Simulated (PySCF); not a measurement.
Species: C4H7S (charge +1, singlet). It need not be the lowest isomer of its formula. 
Geometry from a B3LYP-D3(BJ)/def2-TZVP (Ansatz) optimisation:
SMILES: C1=CC[SH+]C1
```xyz
12

C     -1.3591     0.0184     0.0390
C     -0.7162    -1.3198    -0.1772
C      0.6038    -1.3825    -0.1024
C      1.3416    -0.1099     0.1920
S      0.0533     1.2071     0.0717
H     -2.0428     0.3380    -0.7470
H     -1.8683     0.1091     1.0005
H     -1.3535    -2.1785    -0.3427
H      1.1716    -2.2983    -0.1997
H      1.7456    -0.0625     1.2051
H      2.1367     0.1396    -0.5103
H      0.1380     1.4016    -1.2612
```
Charge +1, spin multiplicity 1.

Dispersion corrections to the total energy (kcal/mol) from the dftd3 and dftd4 libraries through PySCF: D3(BJ) without and D4 with the three-body term, each with the damping fitted for the functional named.

```
functional      D3(BJ)          D4
----------  ----------  ----------
LC-wPBE          -6.50       -6.50
HSE06       (withheld)       -4.51
BLYP            -14.96  (withheld)
BP86        (withheld)       -7.70
CAM-B3LYP        -5.35       -4.89
PBE              -6.99       -5.85
B2GP-PLYP        -4.41       -2.42
```

Question: Fill in the missing entries.

Answer: 
- HSE06, D3(BJ): -4.47
- BLYP, D4: -13.24
- BP86, D3(BJ): -11.02
